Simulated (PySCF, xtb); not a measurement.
Mo(O)(NH)(NH2)(Me) (CH6MoN2O), SMILES [NH]=[Mo]([NH2])([CH3])=[O], multiplicity 1. One conformer was computed; it need not be the lowest.

Harmonic wavenumbers (cm⁻¹) from GFN2-xTB in xtb at its own minimum, in rising order: 101, 156, 174, 180, 196, 229, 360, 470, 481, 548, 610, 618, 627, 639, 683, 902, 998, 1276, 1458, 1467, 1473, 2897, 2903, 2936, 3273, 3310, 3379.

Problem. What does PBE0-D3(BJ)/def2-SVP (PySCF 2.14.0) give at its own minimum? (Estimate from the structure and the level; the computed values follow.)

Solution. 168, 180, 205, 218, 230, 286, 413, 512, 540, 564, 637, 648, 664, 702, 759, 1004, 1048, 1192, 1404, 1408, 1510, 3047, 3160, 3171, 3574, 3611, 3679. Paired by order, the mean absolute difference is 96 cm⁻¹ and the zero-point energies are 46.2 and 49.4 kcal/mol.
